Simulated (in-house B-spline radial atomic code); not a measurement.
# Solving the quasi-particle equation for 2s of O4+

Configuration [He] 2s2, start LDA VWN5; correlation leaves out the deepest shell. Computed with an all-electron radial atomic-structure program (B-spline basis): all electrons, non-relativistic, point nucleus, each spin shell either full or empty, empty states to l = 9 with an (l + 1/2)⁻⁴ tail; G0W0 by contour deformation at full frequency.

At the mean-field level ε = -102.182 eV the matrix elements are Σx = -29.591 eV, v_xc = -20.406 eV and Σc(ε) = -3.38 eV, and the slope of the correlation self-energy is dΣc/dω = -0.1020. The quasi-particle energy solves E = ε + Σx − v_xc + Σc(E).

What does the linearised equation give?

Z = 1/(1 − dΣc/dω) = 1/1.1020 = 0.9074. The first-order shift is Σx − v_xc + Σc(ε) = -29.591 − (-20.406) + (-3.38) = -12.565 eV, so E ≈ ε + Z × shift = -102.182 + 0.9074 × (-12.565) = -113.583 eV.

How does that compare with the full solution and with static screening?

Solving the equation at full frequency dependence gives E = -113.822 eV, where Σc = -2.455 eV and the weight is 0.940; the linearised value is off by 238 meV. Leaving Z out would give -114.747 eV. Static COHSEX puts -6.745 eV in place of Σc and gives -118.112 eV, 4.29 eV deeper. The tabulated removal energy is 113.899 eV (NIST, measured); the run leaves out relativity, Breit and QED terms.
